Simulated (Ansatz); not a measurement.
Born–Oppenheimer molecular dynamics of BF$_{3}$H (5 atoms, charge 0, multiplicity 2). It starts at the highest image of a converged band. Of that band: A vibrational analysis at the climbing image gives 2 clearly imaginary modes (149i, 63i cm⁻¹): a point of higher order. A lower path may pass nearby, or the ends, which weren't checked, may share the extra mode.

Computed with UKS PBE0/6-31G* in Ansatz 0.2.0.

| Quantity | Value |
| --- | --- |
| ensemble | NVE (velocity Verlet) |
| time step | 0.5 fs |
| steps asked | 200 |
| starting velocities drawn for | 300 K |
| seed | 11595 |

Frames 2.5 fs apart, positions in Å, forces in eV/Å.

Velocities at 5 fs (Å/ps):

```
B 2.02 3.72 3.39
H 18.21 1.44 0.79
F -3.42 -0.80 -4.99
F 4.11 -0.93 1.11
F -2.81 -0.46 1.90
```

```xyz
5
Properties=species:S:1:pos:R:3:forces:R:3 time_fs=5 energy_less_start_eV=0.015 T=260
B 0.008 0.035 -0.197 -0.05 -0.05 -0.31
H 0.085 -0.023 1.875 -0.04 0.01 0.20
F 1.127 0.024 -0.858 0.45 0.02 0.11
F -1.123 0.023 -0.840 -0.38 0.02 0.19
F -0.004 -0.046 2.817 0.02 0.00 -0.19
5
Properties=species:S:1:pos:R:3:forces:R:3 time_fs=7.5 energy_less_start_eV=0.030 T=224
B 0.013 0.044 -0.189 -0.01 -0.08 -0.41
H 0.129 -0.019 1.885 -0.06 0.02 0.25
F 1.119 0.022 -0.870 0.61 0.03 0.16
F -1.113 0.021 -0.836 -0.56 0.03 0.25
F -0.011 -0.047 2.821 0.03 0.00 -0.24
5
Properties=species:S:1:pos:R:3:forces:R:3 time_fs=10 energy_less_start_eV=0.043 T=189
B 0.018 0.053 -0.184 0.05 -0.10 -0.49
H 0.170 -0.014 1.907 0.01 0.04 -0.19
F 1.113 0.020 -0.882 0.72 0.04 0.19
F -1.106 0.019 -0.832 -0.73 0.04 0.28
F -0.018 -0.049 2.825 -0.05 -0.02 0.20
5
Properties=species:S:1:pos:R:3:forces:R:3 time_fs=12.5 energy_less_start_eV=0.054 T=162
B 0.023 0.061 -0.182 0.10 -0.12 -0.53
H 0.211 -0.006 1.921 -0.01 0.04 -0.08
F 1.109 0.018 -0.893 0.78 0.05 0.22
F -1.100 0.017 -0.828 -0.84 0.05 0.31
F -0.025 -0.050 2.829 -0.03 -0.02 0.08
5
Properties=species:S:1:pos:R:3:forces:R:3 time_fs=15 energy_less_start_eV=0.060 T=146
B 0.028 0.069 -0.182 0.11 -0.13 -0.54
H 0.251 0.003 1.932 -0.13 0.02 0.29
F 1.108 0.017 -0.904 0.81 0.05 0.22
F -1.097 0.015 -0.822 -0.87 0.05 0.33
F -0.032 -0.051 2.833 0.09 0.00 -0.30
5
Properties=species:S:1:pos:R:3:forces:R:3 time_fs=17.5 energy_less_start_eV=0.057 T=153
B 0.035 0.076 -0.185 0.07 -0.14 -0.51
H 0.283 0.014 1.957 -0.06 0.04 0.02
F 1.110 0.015 -0.913 0.81 0.05 0.19
F -1.097 0.013 -0.815 -0.83 0.06 0.33
F -0.039 -0.052 2.837 0.01 -0.01 -0.04
5
Properties=species:S:1:pos:R:3:forces:R:3 time_fs=20 energy_less_start_eV=0.050 T=170
B 0.041 0.082 -0.192 0.00 -0.14 -0.44
H 0.313 0.028 1.982 0.05 0.06 -0.25
F 1.114 0.014 -0.923 0.76 0.05 0.14
F -1.100 0.012 -0.807 -0.71 0.06 0.33
F -0.046 -0.054 2.841 -0.10 -0.04 0.23
5
Properties=species:S:1:pos:R:3:forces:R:3 time_fs=22.5 energy_less_start_eV=0.040 T=198
B 0.048 0.087 -0.200 -0.08 -0.13 -0.36
H 0.344 0.045 1.997 -0.13 0.02 0.12
F 1.120 0.013 -0.931 0.66 0.05 0.08
F -1.105 0.010 -0.798 -0.53 0.06 0.32
F -0.053 -0.055 2.845 0.08 0.00 -0.16
5
Properties=species:S:1:pos:R:3:forces:R:3 time_fs=25 energy_less_start_eV=0.029 T=225
B 0.054 0.091 -0.211 -0.13 -0.12 -0.26
H 0.368 0.063 2.017 -0.18 0.01 0.19
F 1.129 0.012 -0.940 0.51 0.04 0.03
F -1.111 0.009 -0.788 -0.33 0.06 0.28
F -0.060 -0.056 2.848 0.13 0.02 -0.24
5
Properties=species:S:1:pos:R:3:forces:R:3 time_fs=27.5 energy_less_start_eV=0.021 T=246
B 0.059 0.095 -0.223 -0.13 -0.10 -0.14
H 0.383 0.082 2.046 0.04 0.07 -0.23
F 1.139 0.011 -0.948 0.31 0.03 -0.01
F -1.118 0.008 -0.777 -0.13 0.05 0.21
F -0.066 -0.058 2.851 -0.09 -0.05 0.17
5
Properties=species:S:1:pos:R:3:forces:R:3 time_fs=30 energy_less_start_eV=0.017 T=255
B 0.064 0.099 -0.236 -0.07 -0.08 -0.03
H 0.398 0.104 2.063 -0.04 0.04 -0.11
F 1.150 0.010 -0.957 0.07 0.02 -0.02
F -1.126 0.007 -0.766 0.06 0.04 0.13
F -0.073 -0.059 2.854 -0.01 -0.02 0.03
5
Properties=species:S:1:pos:R:3:forces:R:3 time_fs=32.5 energy_less_start_eV=0.021 T=246
B 0.069 0.101 -0.249 0.01 -0.06 0.08
H 0.410 0.129 2.076 -0.25 -0.04 0.21
F 1.161 0.010 -0.965 -0.19 0.01 -0.03
F -1.134 0.006 -0.754 0.23 0.03 0.04
F -0.080 -0.061 2.858 0.19 0.06 -0.30
```

Of the whole run (100 fs, mean temperature of the second half 178 K): The conserved energy stayed within 0.013 meV per atom of its start (net change 0.0076 meV per atom), so the integration is sound. A run of 0.1 ps of so small a system gives no equilibrium averages.

Run time: 5.7 min on 1 thread of Arm Neoverse V2, on a shared host, peak memory 0.13 GiB.
